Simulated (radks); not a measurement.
Q: Mn II, configuration [Ar] 3d5 4s1. Method: non-relativistic Kohn-Sham, r2SCAN, spin-unpolarised, spherical densities, point nucleus; meta-GGA in the generalised Kohn-Sham scheme; computed with a radial shooting solver on a logarithmic mesh with Libxc functionals. Some entries of the table are withheld. Estimate them.

orbital,occ.,eigenvalue (eV),r(max) (bohr)
1s,2,-6405.313,0.04054
2s,2,(1),(2)
2p,6,-642.3058,0.1895
3s,2,-95.4518,(3)
3p,6,-64.2830,0.7556
3d,5,-15.0984,(4)
4s,1,-11.6507,2.440
4p,0,-6.8653,2.939

A: 
(1) 2s eigenvalue (eV): -749.6439
(2) 2s r(max) (bohr): 0.2349
(3) 3s r(max) (bohr): 0.7427
(4) 3d r(max) (bohr): 0.7632
